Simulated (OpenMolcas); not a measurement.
OpenMolcas run: Mn2+

Input:

```
&GATEWAY
Coord
1

Mn 0.0 0.0 0.0
Basis=ANO-RCC-VQZP
Group=XYZ
NoMove
AngMom=0.0 0.0 0.0
AMFI
&SEWARD
* reference wave functions (RASSCF and RASSI steps not shown): 11 electrons in 8 orbitals (RAS1 3p, at most 2 holes; RAS2 3d)
>>> COPY JOB001 $Project.JobIph
&CASPT2
Multistate=1 1
Frozen=2 3
IPEA=0.25
Imaginary=0.1
MaxIter=60
WThr=0.0 0.3 0.05
PrWF=0.5
NoMix
>>> COPY JOB002 $Project.JobIph
&CASPT2
Multistate=24 1 2 3 4 5 6 7 8 9 10 11 12 13 14 15 16 17 18 19 20 21 22
23 24
Frozen=2 3
IPEA=0.25
Imaginary=0.1
MaxIter=60
WThr=0.0 0.3 0.05
PrWF=0.5
NoMix
>>> COPY JOB003 $Project.JobIph
&CASPT2
Multistate=58 1 2 3 4 5 6 7 8 9 10 11 12 13 14 15 16 17 18 19 20 21 22
23 24 25 26 27 28 29 30 31 32 33 34 35 36 37 38 39 40 41 42 43 44 45 46
47 48 49 50 51 52 53 54 55 56 57 58
Frozen=2 3
IPEA=0.25
Imaginary=0.1
MaxIter=60
WThr=0.0 0.3 0.05
PrWF=0.5
NoMix
```

Launched by
```bash
OMP_NUM_THREADS=1 MOLCAS_MEM=1689 MOLCAS_PROJECT=a pymolcas a.inp > a.log  # once for each step of the input, in one work folder
```

Output, cut to the results:

```
--- CASPT2 ---
Orbital specifications:
      -----------------------

      Symmetry species                           1   2
                                                ag  au
      Frozen orbitals                            2   3
      Inactive orbitals                          1   0
      Active orbitals                            5   3
      Secondary orbitals                        37  44
      Deleted orbitals                           0   0
      Number of basis functions                 45  50
Type of calculation                        SS-CASPT2
      Fock operator                              state-specific
      IPEA shift                                 0.25
      Real shift                                 0.00
      Imaginary shift                            0.10
      The input orbitals will be transformed to quasi-canonical
Reference energy:       -1156.6325834099
      E2 (Non-variational):      -0.4483773015
      Shift correction:          -0.0001022003
      E2 (Variational):          -0.4484795018
      Total energy:           -1157.0810629117
      Residual norm:              0.0000000876
      Reference weight:           0.94832
      Contributions to the CASPT2 correlation energy
      Active & Virtual Only:         -0.3633030622
      One Inactive Excited:          -0.0798666722
      Two Inactive Excited:          -0.0052075671
::    CASPT2 Root  1     Total energy:  -1157.08106291
--- CASPT2 ---
Orbital specifications:
      -----------------------

      Symmetry species                           1   2
                                                ag  au
      Frozen orbitals                            2   3
      Inactive orbitals                          1   0
      Active orbitals                            5   3
      Secondary orbitals                        37  44
      Deleted orbitals                           0   0
      Number of basis functions                 45  50
Type of calculation                        MS-CASPT2
      Fock operator                              state-specific
      IPEA shift                                 0.25
      Real shift                                 0.00
      Imaginary shift                            0.10
      The input orbitals will be transformed to quasi-canonical
Reference energy:       -1156.4824267111
      E2 (Non-variational):      -0.4741709069
      Shift correction:          -0.0001254507
      E2 (Variational):          -0.4742963577
      Total energy:           -1156.9567230687
      Residual norm:              0.0000009635
      Reference weight:           0.94319
      Contributions to the CASPT2 correlation energy
      Active & Virtual Only:         -0.3875869682
      One Inactive Excited:          -0.0813238551
      Two Inactive Excited:          -0.0052600836
Reference energy:       -1156.4824267111
      E2 (Non-variational):      -0.4740130439
      Shift correction:          -0.0001245691
      E2 (Variational):          -0.4741376129
      Total energy:           -1156.9565643240
      Residual norm:              0.0000009177
      Reference weight:           0.94328
      Contributions to the CASPT2 correlation energy
      Active & Virtual Only:         -0.3874466336
      One Inactive Excited:          -0.0813063264
      Two Inactive Excited:          -0.0052600838
::    CASPT2 Root  1     Total energy:  -1156.95672307
::    CASPT2 Root  2     Total energy:  -1156.95656432
::    CASPT2 Root  3     Total energy:  -1156.95686706
::    CASPT2 Root  4     Total energy:  -1156.95668282
::    CASPT2 Root  5     Total energy:  -1156.95680001
::    CASPT2 Root  6     Total energy:  -1156.95660364
::    CASPT2 Root  7     Total energy:  -1156.95658767
::    CASPT2 Root  8     Total energy:  -1156.95694341
::    CASPT2 Root  9     Total energy:  -1156.95678382
::    CASPT2 Root 10     Total energy:  -1156.94346498
::    CASPT2 Root 11     Total energy:  -1156.94346755
::    CASPT2 Root 12     Total energy:  -1156.94346442
::    CASPT2 Root 13     Total energy:  -1156.92984641
::    CASPT2 Root 14     Total energy:  -1156.92978475
::    CASPT2 Root 15     Total energy:  -1156.92985992
::    CASPT2 Root 16     Total energy:  -1156.92984415
::    CASPT2 Root 17     Total energy:  -1156.92984942
::    CASPT2 Root 18     Total energy:  -1156.87652691
::    CASPT2 Root 19     Total energy:  -1156.87665295
::    CASPT2 Root 20     Total energy:  -1156.87644241
::    CASPT2 Root 21     Total energy:  -1156.87645420
::    CASPT2 Root 22     Total energy:  -1156.87654307
::    CASPT2 Root 23     Total energy:  -1156.87647290
::    CASPT2 Root 24     Total energy:  -1156.87658385
::    MS-CASPT2 Root  1     Total energy:  -1156.95747777
::    MS-CASPT2 Root  2     Total energy:  -1156.95728530
::    MS-CASPT2 Root  3     Total energy:  -1156.95708789
::    MS-CASPT2 Root  4     Total energy:  -1156.95705741
::    MS-CASPT2 Root  5     Total energy:  -1156.95685644
::    MS-CASPT2 Root  6     Total energy:  -1156.95651105
--- CASPT2 ---
Orbital specifications:
      -----------------------

      Symmetry species                           1   2
                                                ag  au
      Frozen orbitals                            2   3
      Inactive orbitals                          1   0
      Active orbitals                            5   3
      Secondary orbitals                        37  44
      Deleted orbitals                           0   0
      Number of basis functions                 45  50
Type of calculation                        MS-CASPT2
      Fock operator                              state-specific
      IPEA shift                                 0.25
      Real shift                                 0.00
      Imaginary shift                            0.10
      The input orbitals will be transformed to quasi-canonical
Reference energy:       -1156.4127880924
      E2 (Non-variational):      -0.4870739760
      Shift correction:          -0.0001218489
...
```

Levels above the lowest, from the spin-orbit matrix with the single-state CASPT2 energies, averaged by term, on its diagonal:

```json
{"Configuration": "3d⁵", "Term": "⁶S", "J": "5/2", "E (cm⁻¹)": "0.0", "Measured (cm⁻¹)": "0.0", "g": "2.002", "Term weight %": "100", "Second": ""}
{"Configuration": "3d⁵", "Term": "⁴G", "J": "5/2", "E (cm⁻¹)": "27270", "Measured (cm⁻¹)": "", "g": "0.571", "Term weight %": "100", "Second": ""}
{"Configuration": "3d⁵", "Term": "⁴G", "J": "7/2", "E (cm⁻¹)": "27290", "Measured (cm⁻¹)": "26860", "g": "0.984", "Term weight %": "100", "Second": ""}
{"Configuration": "3d⁵", "Term": "⁴G", "J": "11/2", "E (cm⁻¹)": "27290", "Measured (cm⁻¹)": "26824", "g": "1.273", "Term weight %": "100", "Second": ""}
{"Configuration": "3d⁵", "Term": "⁴G", "J": "9/2", "E (cm⁻¹)": "27300", "Measured (cm⁻¹)": "", "g": "1.172", "Term weight %": "100", "Second": ""}
{"Configuration": "3d⁵", "Term": "⁴P", "J": "5/2", "E (cm⁻¹)": "30100", "Measured (cm⁻¹)": "29168", "g": "1.594", "Term weight %": "97", "Second": "3 ⁴D"}
{"Configuration": "3d⁵", "Term": "⁴P", "J": "3/2", "E (cm⁻¹)": "30140", "Measured (cm⁻¹)": "", "g": "1.723", "Term weight %": "98", "Second": "2 ⁴D"}
{"Configuration": "3d⁵", "Term": "⁴P", "J": "1/2", "E (cm⁻¹)": "30180", "Measured (cm⁻¹)": "", "g": "2.652", "Term weight %": "99", "Second": ""}
{"Configuration": "3d⁵", "Term": "⁴D", "J": "7/2", "E (cm⁻¹)": "33190", "Measured (cm⁻¹)": "32307", "g": "1.429", "Term weight %": "100", "Second": ""}
{"Configuration": "3d⁵", "Term": "⁴D", "J": "1/2", "E (cm⁻¹)": "33220", "Measured (cm⁻¹)": "32369", "g": "0.016", "Term weight %": "99", "Second": ""}
{"Configuration": "3d⁵", "Term": "⁴D", "J": "3/2", "E (cm⁻¹)": "33260", "Measured (cm⁻¹)": "", "g": "1.211", "Term weight %": "98", "Second": "2 ⁴P"}
{"Configuration": "3d⁵", "Term": "⁴D", "J": "5/2", "E (cm⁻¹)": "33270", "Measured (cm⁻¹)": "32384", "g": "1.378", "Term weight %": "97", "Second": "3 ⁴P"}
{"Configuration": "3d⁵", "Term": "²I", "J": "11/2", "E (cm⁻¹)": "39660", "Measured (cm⁻¹)": "39174", "g": "0.924", "Term weight %": "99", "Second": ""}
{"Configuration": "3d⁵", "Term": "²I", "J": "13/2", "E (cm⁻¹)": "39700", "Measured (cm⁻¹)": "39176", "g": "1.077", "Term weight %": "100", "Second": ""}
{"Configuration": "3d⁵", "Term": "²D(1)", "J": "5/2", "E (cm⁻¹)": "42580", "Measured (cm⁻¹)": "41238", "g": "1.110", "Term weight %": "73", "Second": "26 ²F(1)"}
{"Configuration": "3d⁵", "Term": "²D(1)", "J": "3/2", "E (cm⁻¹)": "42970", "Measured (cm⁻¹)": "41570", "g": "0.783", "Term weight %": "96", "Second": "4 ⁴F"}
{"Configuration": "3d⁵", "Term": "²F(1)", "J": "7/2", "E (cm⁻¹)": "43950", "Measured (cm⁻¹)": "42606", "g": "1.143", "Term weight %": "99", "Second": ""}
{"Configuration": "3d⁵", "Term": "²F(1)", "J": "5/2", "E (cm⁻¹)": "44420", "Measured (cm⁻¹)": "43105", "g": "0.945", "Term weight %": "70", "Second": "22 ²D(1)"}
{"Configuration": "3d⁵", "Term": "⁴F", "J": "9/2", "E (cm⁻¹)": "44880", "Measured (cm⁻¹)": "43573", "g": "1.332", "Term weight %": "99", "Second": ""}
{"Configuration": "3d⁵", "Term": "⁴F", "J": "7/2", "E (cm⁻¹)": "44890", "Measured (cm⁻¹)": "43602", "g": "1.237", "Term weight %": "99", "Second": ""}
{"Configuration": "3d⁵", "Term": "⁴F", "J": "5/2", "E (cm⁻¹)": "44970", "Measured (cm⁻¹)": "43669", "g": "1.031", "Term weight %": "91", "Second": "5 ²D(1)"}
{"Configuration": "3d⁵", "Term": "⁴F", "J": "3/2", "E (cm⁻¹)": "44990", "Measured (cm⁻¹)": "43675", "g": "0.417", "Term weight %": "96", "Second": "4 ²D(1)"}
{"Configuration": "3d⁵", "Term": "²H", "J": "9/2", "E (cm⁻¹)": "47630", "Measured (cm⁻¹)": "46516", "g": "0.923", "Term weight %": "93", "Second": "6 ²G"}
{"Configuration": "3d⁵", "Term": "²H", "J": "11/2", "E (cm⁻¹)": "47790", "Measured (cm⁻¹)": "46671", "g": "1.090", "Term weight %": "99", "Second": ""}
```

Against the 18 measured excited levels shown (Corliss and Sugar, J. Phys. Chem. Ref. Data 6, 1253 (1977)) the mean absolute deviation is 1000 cm-1; the largest miss in energy is 3d⁵ ²D_3/2(1): computed 42970, measured 41570 cm⁻¹ (+3.4 %).

CASPT2 breaks the degeneracy within a term, and the mean is taken; among the terms shown or strongly mixed into the levels shown the widest spread is 110 cm-1 (3d⁵ ²F(1)). Active for correlation alone: 3p; no level in the range computed is led by a configuration that opens it, so any true level of that kind is missing. Measured partners are found by configuration, term and J. A level has none where our copy of the source lacks it or the pairing is in doubt (some pairs that miss far off the trend of their configuration count as doubtful), and it then counts in no deviation. Levels of configurations outside the active space are missing. The first state left out of the spin-orbit step lies near 82000 cm-1 above the lowest spin-free state of the reference (among the parities and spins computed), and the list stops at four fifths of that energy or lower. The table shows the lowest 24 of 31 levels.

The term weight is that of the spin-free term in the level, not the purity of its configuration. A number in round brackets counts repeated terms of one configuration in the order of the reference energies.
